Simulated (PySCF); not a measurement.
A calculated (M06-2X, PySCF 2.14, cc-pVTZ-DK, scalar relativity by spin-free X2C-1e) atom or ion has these occupied shells.

| shell | electrons | orbital energy (eV) | rms radius, mean of both spins (bohr) |
| --- | --- | --- | --- |
| 1s | 2 | -207.81 | 0.381 |
| 2s | 2 | -22.025 | 1.93 |

Question: Name the element and its charge.

Answer: B+ (boron, charge +1), in [He] 2s2, closed-shell 1S.
